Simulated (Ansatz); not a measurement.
`[OH][Ga]([SH])[O][SiH3]` → Ga• + 5 H• + 2 O• + S• + Si•  (atomization)

Program: Ansatz. Geometries: PBE0-D4/def2-TZVP. ΔE: electronic, gas phase. CBS: MP2 limit from def2 TZ/QZ plus the TZ coupled-cluster correction, frozen cores. This one scheme is used for every species, atoms too. DFT in def2-TZVPP. B3LYP here is the variant with VWN-RPA as its local correlation; programs differ in this. HSE06 is defined as in plane-wave codes. Open shells (•) are unrestricted, without spin–orbit coupling. Spin–orbit coupling would lower the free atoms: a little for O, S, Si; clearly for Ga. For Ga outer-core shells are correlated without core-valence functions, so the limit isn't a true one: a few kJ/mol of doubt a bond, and 10 to 20 or more in all where bonds break to atoms. Scalar relativity is left out up to krypton. One conformer a species, not always the lowest.

| level | ΔE (kcal/mol) |
| --- | --- |
| LDA (SPW92) | 900.5 |
| B2PLYP | 778.1 |
| B3LYP | 771.4 |
| HSE06 | 772.2 |
| LC-ωPBE | 780.8 |
| HF/def2-TZVPP | 559.6 |
| MP2/def2-TZVPP | 791.2 |
| SCS-MP2/def2-QZVPP | 801.7 |

Question: What does CCSD(T)/CBS give? (Best estimate.)

Answer: Computed: +796.1 kcal/mol. The listed levels differ from it by 104.4, -18.0, -24.7, -23.9, -15.3, -236.5, -4.9, 5.6 kcal/mol.

Largest T1 diagnostic among the species: 0.014.

From r2SCAN to r2SCAN0 (25 % exact exchange), in def2-TZVPP and without D4, ΔE moves by −16.7 kcal/mol: exact exchange takes away binding that semilocal exchange gives to molecules. In def2-TZVPP, CCSD(T) changes the Hartree–Fock value by +214.5 kcal/mol (the triples alone add +12.9 kcal/mol) and MP2 by +231.7 kcal/mol; breaking electron pairs costs correlation energy, which Hartree–Fock lacks.

For atomizations the MP2-based limit and the directly extrapolated one differ by several kJ/mol either way, and by 10 to 25 for some Ge, Se and Sn compounds, so smaller differences from it don't rank the levels.
